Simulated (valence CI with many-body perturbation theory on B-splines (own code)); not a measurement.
Results of a calculation; reference values are marked as such.
# Hyperfine factors and g values of Ba17+

Method: valence CI with perturbative core correlation (CI+MBPT): three valence electrons over a frozen Dirac-Fock core [Kr], radial functions for each j: 7 s, 7 p, 8 d, 6 f, 4 g, 1 h, with the one-electron correlation potential Σ1 (screened to all orders), the two-electron term Σ2, the three-electron term Σ3, Breit, model QED; selected single and double excitations, second order for the rest, scaled by the run's own slope (own B-spline code, finite nucleus).

No measured spectrum was set against this ion. As an estimate, terms of the open shell hold to 2 to 4 % of their energy, and close levels can change places. The list stops below the first excitations out of the core.

A/g_I is the dipole constant over the nuclear g factor μ/I (μ in nuclear magnetons, uniformly magnetised nucleus), B/Q the quadrupole constant per barn. Both hold the static response of the core; the bare values leave it out. Large factors of s and p1/2 electrons are usually good to 5 to 10 %; those of open d and f shells near neutrality can be off by tens of per cent, and small factors of p3/2, d and f electrons come from cancelling terms and can be off by a factor of two or in sign, in half-filled shells by more. B is blank for J = 1/2, where it vanishes, and for nearly pure S terms. Energies count from the lowest level.

Names give the largest LS component (configuration and term), which can be under half, so a name can repeat, a term be missing and a line seem to break the LS rules; names also repeat where a configuration has a term twice. Letters in brackets count levels of one name in rising energy.

```csv
Level,E (cm⁻¹),g,A/g_I (MHz),A/g_I bare,B/Q (MHz/b),B/Q bare
4d3 4F_3/2,0.0,0.499,7090,6420,-2490,-2350
4d3 4F_5/2,15734,1.037,3760,3710,-1740,-1660
4d3 4F_7/2,27390,1.178,3280,3370,-1060,-1020
4d3 4P_3/2,33473,1.389,2730,3070,-2300,-2180
4d3 4F_9/2,34119,1.188,3590,3700,970,896
4d3 4P_1/2,38818,2.117,-4270,-3070,,
4d3 2G_7/2,53380,0.960,4020,3880,1910,1810
4d3 2H_9/2,55597,1.083,3480,3480,3760,3540
4d3 4P_5/2,57044,1.549,692,1220,3950,3720
4d3 2D_3/2 [a],65342,1.170,3410,3500,-4110,-3880
4d3 2P_1/2,69408,1.217,-618,-440,,
4d3 2H_11/2,73361,1.090,3610,3610,8900,8410
4d3 2D_5/2 [a],79860,1.204,3060,3190,-1290,-1220
4d3 2G_9/2,86661,1.079,2920,2920,2630,2490
4d3 2F_5/2,89565,0.923,3340,3160,5300,5000
4d3 2F_7/2,91974,1.128,3580,3620,2220,2110
4d3 2P_3/2,96365,1.192,3000,3120,793,746
4d3 2D_3/2 [b],134900,0.809,5920,5600,5070,4790
4d3 2D_5/2 [b],138750,1.167,2680,2770,3050,2880
```

Problem. Take the isotope of mass number 135, with I = 3/2, μ = 0.8381 μN and Q = 0.153 b. What is the hyperfine structure of 4d3 4F_3/2?

Solution. From the table A = 3960 MHz, B = -381 MHz. Shifts from the centre of gravity in MHz: F = 0: -15300, F = 1: -11000, F = 2: -2680, F = 3: 8810.
